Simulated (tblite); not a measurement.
A geometry optimisation, step by step.

Compound: C5H8Ge2.
Bonds: C1–C2 (triple), C2–C3, C3–C4, C4–C5 (triple), C5–Ge6, Ge6–Ge7. Hydrogens: H8 on C1; H9, H10 on C3; H11, H12 on Ge6; H13, H14, H15 on Ge7.

Computed with GFN2-xTB (tblite), gas phase: L-BFGS steps from a force-field or distance-geometry start until the largest atomic force falls under 0.01 eV/Å. 9 of its 44 geometries are shown.

Step 0: E = -502.9415 eV, largest atomic force 0.714 eV/Å
```
atom  x, y, z in Å  |  force x, y, z in eV/Å
C1      3.235   -0.203   -1.644   -0.109  -0.031   0.239
C2      2.882   -0.464   -0.527    0.145  -0.139   0.295
C3      2.485   -0.797    0.853   -0.401   0.284  -0.503
C4      1.048   -0.505    1.007    0.597  -0.189   0.124
C5     -0.127   -0.282    1.159    0.007  -0.058   0.188
Ge6    -1.976    0.086    1.355   -0.487   0.139  -0.100
Ge7    -2.838    0.929   -0.712    0.007  -0.005   0.203
H8      3.530    0.040   -2.627   -0.081  -0.056   0.202
H9      3.064   -0.183    1.568   -0.182  -0.237  -0.254
H10     2.661   -1.870    1.050   -0.016   0.363  -0.075
H11    -2.170    1.146    2.469    0.144  -0.501  -0.186
H12    -2.722   -1.219    1.743    0.373   0.438   0.078
H13    -2.641   -0.134   -1.809   -0.188   0.531   0.185
H14    -2.081    2.225   -1.094   -0.447  -0.488  -0.071
H15    -4.354    1.238   -0.546    0.634  -0.051  -0.325
```

Step 5: E = -503.0876 eV, largest atomic force 1.091 eV/Å
```
atom  x, y, z in Å  |  force x, y, z in eV/Å
C1      3.228   -0.201   -1.637   -0.320  -0.236   1.016
C2      2.895   -0.472   -0.513    0.150   0.192  -0.728
C3      2.469   -0.789    0.839   -0.406   0.155  -0.066
C4      1.038   -0.508    1.022    0.439  -0.098  -0.040
C5     -0.137   -0.287    1.184    0.329  -0.085   0.033
Ge6    -1.973    0.092    1.336   -0.335   0.041   0.126
Ge7    -2.831    0.921   -0.690    0.012  -0.001   0.085
H8      3.524    0.034   -2.608    0.087   0.053  -0.251
H9      3.051   -0.194    1.547   -0.007   0.067   0.071
H10     2.659   -1.846    1.038   -0.027  -0.127   0.027
H11    -2.153    1.089    2.458    0.066  -0.115   0.022
H12    -2.681   -1.175    1.761    0.109   0.057   0.063
H13    -2.667   -0.068   -1.793   -0.046   0.020  -0.148
H14    -2.135    2.174   -1.109   -0.047   0.047  -0.110
H15    -4.290    1.237   -0.591   -0.005   0.032  -0.099
```

Step 11: E = -503.1129 eV, largest atomic force 0.114 eV/Å
```
atom  x, y, z in Å  |  force x, y, z in eV/Å
C1      3.219   -0.199   -1.630   -0.021  -0.012   0.047
C2      2.877   -0.466   -0.515    0.075  -0.008  -0.029
C3      2.466   -0.789    0.840   -0.041   0.019  -0.022
C4      1.051   -0.513    1.023   -0.034  -0.011   0.051
C5     -0.121   -0.296    1.204   -0.016   0.005   0.001
Ge6    -1.967    0.088    1.351   -0.017   0.012  -0.026
Ge7    -2.826    0.919   -0.687   -0.037   0.037  -0.101
H8      3.527    0.031   -2.606   -0.017   0.006  -0.004
H9      3.041   -0.184    1.551    0.028  -0.059  -0.019
H10     2.648   -1.853    1.036    0.054   0.043   0.008
H11    -2.134    1.061    2.484    0.027   0.032   0.072
H12    -2.654   -1.173    1.791    0.002  -0.074   0.040
H13    -2.685   -0.045   -1.826   -0.004   0.015  -0.002
H14    -2.157    2.180   -1.143   -0.005  -0.004  -0.011
H15    -4.289    1.248   -0.627    0.004  -0.001  -0.003
```

Step 16: E = -503.1162 eV, largest atomic force 0.041 eV/Å
```
atom  x, y, z in Å  |  force x, y, z in eV/Å
C1      3.216   -0.199   -1.630    0.004   0.003  -0.018
C2      2.881   -0.467   -0.514   -0.016   0.002   0.010
C3      2.463   -0.788    0.840    0.038  -0.013   0.009
C4      1.048   -0.516    1.031   -0.004   0.001   0.000
C5     -0.124   -0.297    1.208   -0.021   0.010  -0.014
Ge6    -1.973    0.090    1.352   -0.009  -0.002   0.010
Ge7    -2.831    0.923   -0.699   -0.004  -0.001   0.013
H8      3.524    0.031   -2.607   -0.016  -0.001   0.018
H9      3.045   -0.190    1.550    0.007   0.001   0.004
H10     2.656   -1.849    1.037    0.007  -0.004   0.001
H11    -2.123    1.058    2.500    0.008  -0.013  -0.016
H12    -2.645   -1.184    1.804    0.014   0.014  -0.005
H13    -2.690   -0.040   -1.838    0.002  -0.002  -0.004
H14    -2.161    2.184   -1.155    0.004   0.003  -0.004
H15    -4.292    1.252   -0.636   -0.014   0.004  -0.004
```

Step 22: E = -503.1167 eV, largest atomic force 0.029 eV/Å
```
atom  x, y, z in Å  |  force x, y, z in eV/Å
C1      3.213   -0.200   -1.627   -0.014   0.003   0.010
C2      2.877   -0.466   -0.511    0.016  -0.006   0.004
C3      2.467   -0.790    0.844   -0.027   0.006   0.007
C4      1.050   -0.517    1.034    0.011  -0.005   0.005
C5     -0.124   -0.293    1.198    0.024  -0.006  -0.002
Ge6    -1.973    0.090    1.350    0.002   0.009  -0.025
Ge7    -2.836    0.925   -0.700    0.002  -0.004   0.007
H8      3.515    0.033   -2.603   -0.001   0.007  -0.024
H9      3.050   -0.192    1.553   -0.002   0.003   0.008
H10     2.662   -1.851    1.038   -0.005  -0.006   0.006
H11    -2.118    1.055    2.498    0.004   0.009   0.004
H12    -2.639   -1.184    1.805    0.000  -0.010  -0.003
H13    -2.690   -0.038   -1.838   -0.006  -0.001   0.002
H14    -2.162    2.183   -1.157   -0.007   0.001   0.004
H15    -4.299    1.254   -0.640    0.004   0.002  -0.004
```

Step 27: E = -503.1169 eV, largest atomic force 0.031 eV/Å
```
atom  x, y, z in Å  |  force x, y, z in eV/Å
C1      3.207   -0.199   -1.626   -0.002   0.002  -0.003
C2      2.879   -0.468   -0.508    0.002   0.000   0.000
C3      2.469   -0.792    0.848    0.020  -0.005  -0.005
C4      1.053   -0.520    1.037   -0.009   0.008  -0.014
C5     -0.121   -0.292    1.191   -0.010   0.000   0.008
Ge6    -1.970    0.091    1.344    0.008  -0.011   0.028
Ge7    -2.839    0.926   -0.700   -0.002   0.003  -0.015
H8      3.507    0.034   -2.604   -0.014  -0.003   0.019
H9      3.052   -0.192    1.557    0.001  -0.008   0.000
H10     2.663   -1.853    1.042    0.005   0.005   0.006
H11    -2.112    1.056    2.496    0.004  -0.003  -0.012
H12    -2.633   -1.185    1.803    0.006   0.008  -0.010
H13    -2.692   -0.038   -1.837   -0.004  -0.003  -0.004
H14    -2.164    2.183   -1.156   -0.002   0.006   0.000
H15    -4.301    1.256   -0.644   -0.001   0.000   0.004
```

Step 32: E = -503.1172 eV, largest atomic force 0.022 eV/Å
```
atom  x, y, z in Å  |  force x, y, z in eV/Å
C1      3.200   -0.197   -1.624    0.003  -0.002   0.002
C2      2.882   -0.470   -0.504   -0.003  -0.001   0.001
C3      2.472   -0.794    0.852   -0.001   0.000   0.004
C4      1.056   -0.520    1.036    0.006  -0.001  -0.001
C5     -0.119   -0.292    1.187    0.004  -0.001   0.005
Ge6    -1.967    0.091    1.343   -0.005   0.007  -0.020
Ge7    -2.842    0.927   -0.702    0.005  -0.002   0.007
H8      3.495    0.036   -2.603   -0.005   0.004  -0.005
H9      3.054   -0.195    1.562    0.002   0.003   0.002
H10     2.666   -1.854    1.047    0.000  -0.004   0.000
H11    -2.106    1.056    2.493   -0.002   0.004   0.004
H12    -2.627   -1.186    1.799   -0.005  -0.005   0.002
H13    -2.696   -0.038   -1.839   -0.002   0.004  -0.004
H14    -2.168    2.186   -1.156   -0.002  -0.001  -0.005
H15    -4.304    1.258   -0.646    0.005  -0.004   0.007
```

Step 38: E = -503.1173 eV, largest atomic force 0.019 eV/Å
```
atom  x, y, z in Å  |  force x, y, z in eV/Å
C1      3.198   -0.198   -1.622   -0.007   0.001   0.004
C2      2.883   -0.471   -0.501    0.005  -0.001   0.003
C3      2.475   -0.795    0.855   -0.016   0.004  -0.002
C4      1.058   -0.521    1.036    0.000  -0.003   0.014
C5     -0.116   -0.293    1.188    0.005  -0.001  -0.004
Ge6    -1.966    0.092    1.338    0.014  -0.007   0.011
Ge7    -2.841    0.927   -0.704    0.002  -0.001   0.000
H8      3.484    0.039   -2.603    0.002   0.000  -0.002
H9      3.056   -0.196    1.565   -0.001  -0.007  -0.007
H10     2.668   -1.857    1.051    0.004   0.008   0.000
H11    -2.103    1.057    2.489   -0.004  -0.003  -0.006
H12    -2.626   -1.185    1.796   -0.001   0.008  -0.003
H13    -2.700   -0.036   -1.843    0.000  -0.002  -0.007
H14    -2.171    2.187   -1.159    0.001   0.005  -0.005
H15    -4.303    1.256   -0.641   -0.006   0.000   0.006
```

Step 43: E = -503.1174 eV, largest atomic force 0.010 eV/Å
```
atom  x, y, z in Å  |  force x, y, z in eV/Å
C1      3.194   -0.197   -1.621   -0.008   0.005  -0.003
C2      2.885   -0.472   -0.499   -0.007   0.002  -0.002
C3      2.477   -0.797    0.857    0.009  -0.003   0.002
C4      1.061   -0.522    1.040    0.001   0.000  -0.001
C5     -0.114   -0.294    1.187   -0.002  -0.002   0.003
Ge6    -1.962    0.091    1.336   -0.005   0.002   0.000
Ge7    -2.840    0.928   -0.706   -0.002   0.002  -0.006
H8      3.475    0.042   -2.603    0.006  -0.004   0.004
H9      3.058   -0.197    1.567    0.006   0.002   0.001
H10     2.671   -1.857    1.054    0.004  -0.004  -0.001
H11    -2.103    1.057    2.486   -0.002   0.002  -0.001
H12    -2.626   -1.183    1.792    0.000   0.000  -0.002
H13    -2.704   -0.033   -1.848   -0.001   0.002   0.003
H14    -2.174    2.190   -1.164   -0.004  -0.002   0.001
H15    -4.303    1.253   -0.635    0.004   0.000   0.001
```

Problem. Summarise the path.

Solution. The energy falls by 4.06 kcal/mol from step 0 to step 43; nine tenths of that is first reached at step 7. It falls at every step. The largest force goes from 0.714 to 0.010 eV/Å. Among the bonds Ge7–H15 changes most, from 1.555 to 1.500 Å; the atoms move by 0.072 Å rms after alignment.

Problem. Follow the three bonds and two angles with the largest change from start to end.

Solution. 
```csv
step,E above end (kcal/mol),largest force (eV/Å),Ge7–H15 (Å),Ge7–H14 (Å),Ge6–H12 (Å),H13–Ge7–H15 (°),H13–Ge7–H14 (°)
0,4.06,0.714,1.555,1.548,1.552,109.7,109.8
2,2.04,2.427,1.503,1.504,1.506,108.3,108.2
4,0.82,0.680,1.502,1.501,1.512,108.0,108.0
6,0.45,0.167,1.493,1.491,1.507,107.1,107.2
7,0.39,0.152,1.494,1.491,1.506,106.9,107.0
9,0.21,0.209,1.498,1.496,1.500,105.8,106.0
11,0.10,0.114,1.500,1.498,1.502,105.3,105.5
13,0.06,0.094,1.499,1.497,1.508,105.4,105.6
15,0.03,0.042,1.499,1.497,1.510,105.4,105.6
17,0.03,0.024,1.500,1.498,1.509,105.3,105.5
19,0.02,0.025,1.500,1.499,1.508,105.3,105.5
21,0.02,0.044,1.501,1.499,1.507,105.4,105.4
22,0.02,0.029,1.500,1.499,1.508,105.4,105.3
24,0.01,0.017,1.500,1.498,1.509,105.4,105.3
26,0.01,0.031,1.500,1.498,1.509,105.4,105.3
28,0.01,0.023,1.500,1.498,1.509,105.4,105.4
30,0.01,0.018,1.500,1.498,1.508,105.4,105.5
32,0.01,0.022,1.500,1.499,1.508,105.4,105.5
34,0.01,0.011,1.500,1.499,1.508,105.3,105.5
36,0.00,0.019,1.500,1.498,1.509,105.3,105.5
37,0.00,0.023,1.500,1.498,1.509,105.3,105.5
39,0.00,0.018,1.500,1.498,1.509,105.3,105.5
41,0.00,0.013,1.500,1.498,1.508,105.3,105.5
43,0.00,0.010,1.500,1.499,1.508,105.3,105.4
```

What follows is the cost of the whole relaxation. Time: 0.51 s wall. Hardware: an Arm Neoverse N1 with one thread, no GPU (shared host).
